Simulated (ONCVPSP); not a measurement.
**Wu-Cohen ONCV dataset for Pb (Z = 82), scalar-relativistic all-electron reference.**

Pb, optimised norm-conserving Vanderbilt (ONCV), made with ONCVPSP 4.0.1 (Wu-Cohen, scalar-relativistic). Core [Kr] 4d10 4f14, reference 5s2 5p6 5d10 6s2 6p0.5 (charge +1.5). Waves: 5s+6s: rc 1.55 bohr, ncon 5, nbas 10, qcut 8 1/bohr, 2 projectors; 5p+6p: rc 1.85 bohr, ncon 3, nbas 6, qcut 8.7 1/bohr, 2 projectors; 5d: rc 1.75 bohr, ncon 4, nbas 9, qcut 8.1 1/bohr, 1 projector. Local part: polynomial inside 1.30 bohr (lpopt 5, dvloc0 4 Ha). Core correction: none.

Poles of the logarithmic derivatives, all-electron (AE) and pseudo (PS). s: poles at -5.5 (AE) and -5.5 (PS) Ha. p: poles at -3.5, 3.7 (AE) and -3.5, 3.6 (PS) Ha. d: poles at -0.5 (AE) and -0.5 (PS) Ha. Test radii: s 1.57, p 1.88, d 1.77 bohr.

* Cutoffs needed: 26 Ha and 31 Ha (the cutoffs (Ha) at which the residual kinetic energy of the hardest occupied pseudo-wave falls to 1 and 0.1 mHa per electron)
* Ghost test: no bound ghost flagged; no localised positive-energy state flagged
* Largest excitation error: +5.6 meV (all-electron minus pseudo) for 5s2 5p6 5d10 6s2 6p2, out of 4 test configurations
